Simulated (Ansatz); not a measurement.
Tetramethylammonium triiodophenyl difluorosulfonate ester (C₁₂H₁₄F₂I₃NO₅S), relaxed as a singlet with RKS PBE-D4/def2-SVP in Ansatz, starting from the GFN2-xTB geometry. Force threshold 0.03 eV/Å.

In the def2 sets I takes a core potential; there is no spin–orbit coupling. Single mean-field runs in def2-SVP are fitted with def2-universal-jkfit.

Start:

| atom | x (Å) | y (Å) | z (Å) |
| --- | --- | --- | --- |
| C1 | -3.628 | -0.349 | -2.323 |
| N2 | -3.054 | -1.651 | -1.943 |
| C3 | -3.944 | -2.739 | -2.372 |
| C4 | -2.894 | -1.684 | -0.480 |
| C5 | -1.734 | -1.812 | -2.576 |
| H6 | -4.625 | -0.245 | -1.901 |
| H7 | -2.997 | 0.450 | -1.918 |
| H8 | -3.685 | -0.262 | -3.405 |
| H9 | -4.054 | -2.730 | -3.456 |
| H10 | -3.532 | -3.701 | -2.071 |
| H11 | -4.927 | -2.624 | -1.917 |
| H12 | -2.318 | -0.810 | -0.175 |
| H13 | -3.866 | -1.653 | 0.008 |
| H14 | -2.361 | -2.580 | -0.173 |
| H15 | -1.018 | -1.112 | -2.125 |
| H16 | -1.805 | -1.629 | -3.646 |
| H17 | -1.361 | -2.821 | -2.411 |
| O18 | 1.621 | -0.510 | 1.865 |
| C19 | 1.085 | 0.562 | 1.807 |
| O20 | 1.714 | 1.745 | 1.882 |
| C21 | 3.087 | 1.727 | 2.003 |
| C22 | 3.927 | 1.244 | 1.006 |
| I23 | 3.141 | 0.523 | -0.796 |
| C24 | 5.304 | 1.266 | 1.195 |
| C25 | 5.825 | 1.771 | 2.371 |
| I26 | 7.913 | 1.785 | 2.660 |
| C27 | 5.006 | 2.277 | 3.365 |
| C28 | 3.639 | 2.246 | 3.169 |
| I29 | 2.337 | 2.988 | 4.638 |
| C30 | -0.347 | 0.790 | 1.520 |
| F31 | -0.902 | 1.854 | 2.126 |
| F32 | -1.128 | -0.284 | 1.789 |
| S33 | -0.415 | 1.087 | -0.353 |
| O34 | 0.050 | -0.177 | -0.896 |
| O35 | 0.417 | 2.228 | -0.569 |
| O36 | -1.838 | 1.258 | -0.594 |
| H37 | 5.951 | 0.887 | 0.419 |
| H38 | 5.418 | 2.682 | 4.276 |

Q: Estimate the energy that the relaxation releases and the steps that it takes.

A: 0.93 eV, in 49 steps; 4.2 min on 2 threads of AMD EPYC 7R13 on a shared host and a share (18 GiB) of an NVIDIA H100 80GB HBM3. The force fell under the threshold at step 47, but the optimiser went on. No frequencies were taken in this run, so the end may be a saddle point.

Q: Does the start keep its bonding and symmetry?

A: By distances, no bond broke or formed. The bond that changes most is S33–O34, from 1.45 to 1.52 Å (atoms count from 1). A close non-bonded pair moves further: H7–O34, from 3.27 to 2.05 Å.

Q: Predict the relaxed structure.

A: 
Cartesian coordinates in Å:
```
C -2.388 -0.782 -2.762
N -2.541 -1.662 -1.549
C -3.046 -3.012 -1.947
C -3.523 -1.017 -0.603
C -1.196 -1.797 -0.879
H -3.383 -0.636 -3.220
H -1.941 0.178 -2.423
H -1.708 -1.285 -3.475
H -2.320 -3.483 -2.635
H -3.159 -3.634 -1.041
H -4.024 -2.901 -2.450
H -3.199 0.026 -0.382
H -4.514 -1.006 -1.094
H -3.563 -1.618 0.322
H -0.790 -0.779 -0.723
H -0.530 -2.369 -1.551
H -1.322 -2.324 0.082
O 0.965 -0.366 1.093
C 0.631 0.757 1.388
O 1.490 1.787 1.667
C 2.842 1.506 1.658
C 3.619 1.805 0.521
I 2.675 2.616 -1.176
C 5.005 1.580 0.526
C 5.603 1.048 1.677
I 7.695 0.703 1.692
C 4.854 0.745 2.824
C 3.471 0.979 2.802
I 2.323 0.566 4.529
C -0.811 1.257 1.446
F -1.013 2.118 2.464
F -1.620 0.168 1.631
S -1.311 2.091 -0.213
O -0.625 1.185 -1.218
O -0.772 3.462 -0.121
O -2.805 1.939 -0.219
H 5.602 1.820 -0.364
H 5.333 0.337 3.723
```
Bond lengths: 7 × C–C 1.40 to 1.53 Å; 4 × C–N 1.50 to 1.51 Å; 3 × O–S 1.48 to 1.52 Å; 3 × C–I 2.10 to 2.12 Å; 3 × C–O 1.21 to 1.38 Å; 2 × C–F 1.35 to 1.37 Å; 1 × C–S 1.92 Å; 14 × C–H 1.10 to 1.11 Å.
